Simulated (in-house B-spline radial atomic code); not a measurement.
**PBE0 excitations of the germanium ion Ge⁴⁺**

Method: PBE0. Computed with an all-electron radial atomic-structure program (B-spline basis): linear response of the closed shell [Ar] 3d10 with the functional's adiabatic kernel; scalar-relativistic (spin-free one-electron X2C), finite nucleus, no spin-orbit coupling, no double excitations, S, P, D and F terms only. Only terms of natural parity with L up to 3 were computed.

Command:
```bash
python run_td.py task.json out
```
Settings (radii: box in bohr, nucleus in fm):
```
Z                        32
electrons                28
configuration            [Ar] 3d10
hamiltonian              x2c
method                   pbe0
box_radius               19.1
rms_radius               4.0742
intervals                72
```

Cost of the run: 2.4 s on 1 thread of Intel(R) Xeon(R) Platinum 8259CL CPU @ 2.50GHz (Skylake/Cascade Lake), with other jobs on the host.

The lowest states, in the order of their Tamm-Dancoff energies; the method's threshold (minus the highest occupied level) is 81.92 eV. Labels give the largest channel, * marks a mixed state, and oscillator strengths are full-response dipole values. Semilocal kernels can invert the small singlet-triplet splittings of Rydberg terms. Energies in eV:

```json
{"state": "3d → 4s 3D", "full response": "26.867", "Tamm-Dancoff": "26.889", "oscillator strength": "-"}
{"state": "3d → 4s 1D", "full response": "27.580", "Tamm-Dancoff": "27.588", "oscillator strength": "-"}
{"state": "3d → 4p 3P", "full response": "?", "Tamm-Dancoff": "?", "oscillator strength": "-"}
{"state": "3d → 4p 3F", "full response": "38.32", "Tamm-Dancoff": "38.33", "oscillator strength": "-"}
{"state": "3d → 4p 1F", "full response": "38.76", "Tamm-Dancoff": "38.77", "oscillator strength": "-"}
{"state": "3d → 4p 1P", "full response": "39.71", "Tamm-Dancoff": "39.79", "oscillator strength": "0.549"}
{"state": "3d → 4d 3S", "full response": "53.62", "Tamm-Dancoff": "53.66", "oscillator strength": "-"}
{"state": "3d → 4d 3D", "full response": "54.46", "Tamm-Dancoff": "54.47", "oscillator strength": "-"}
{"state": "3d → 4d 1D", "full response": "?", "Tamm-Dancoff": "?", "oscillator strength": "-"}
{"state": "3d → 5s 3D", "full response": "57.39", "Tamm-Dancoff": "57.39", "oscillator strength": "-"}
```

(1) Where does 3d → 4d 1D lie?

(2) Where does 3d → 4p 3P lie?

(3) How large is the singlet-triplet splitting of 3d → 4s (D terms) in Tamm-Dancoff?

(4) What polarisabilities and dispersion coefficient does the method give?

Answers

(1) At 54.98 eV in full response, 54.99 eV in Tamm-Dancoff.

(2) At 38.05 eV in full response, 38.07 eV in Tamm-Dancoff.

(3) 0.699 eV, from the unrounded values.

(4) Dipole 0.8378 bohr³, quadrupole 1.25 bohr⁵, C6 1.598 hartree·bohr⁶ for two such species.
